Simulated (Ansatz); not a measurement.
Basis-set series for C3H5AlO4, SMILES `[OH][Al-]1([OH])[O]C=CC=[O+]1`. The species carries charge 0 and has multiplicity 1. Geometry: relaxed with PBE0-D4/def2-TZVP. It is one conformer, not always the lowest.

```tsv
functional	basis	functions	energy (Eh)	HOMO (eV)	LUMO (eV)
PBE0-D4	def2-SVP	141	-659.89650	-7.83	-2.33
PBE0-D4	def2-QZVPP	619	-660.51275	-7.92	-2.49
ωB97M-V	def2-SVP	141	-660.31229	-9.94	-0.13
ωB97M-V	def2-QZVPP	619	-660.93752	-10.05	-0.36
```

Q: Give the rows for def2-TZVPP. (Estimate.)

A: Computed: 
```tsv
functional	basis	functions	energy (Eh)	HOMO (eV)	LUMO (eV)
PBE0-D4	def2-TZVPP	329	-660.48079	-7.88	-2.43
ωB97M-V	def2-TZVPP	329	-660.90752	-10.01	-0.29
```
